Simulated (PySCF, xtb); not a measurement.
ScF2, SMILES [F][Sc+][F], charge +1.

Harmonic wavenumbers (cm⁻¹) from GFN2-xTB in xtb 6.7.1 at its own minimum, in rising order: 79, 479, 600.

What does PBE-D3(BJ)/def2-TZVP in PySCF give at its own minimum? (An estimate is asked for; the answer gives what the named calculation found.)

181, 770, 792. Paired by order, the mean absolute difference is 195 cm⁻¹ and the zero-point energies are 1.7 and 2.5 kcal/mol.
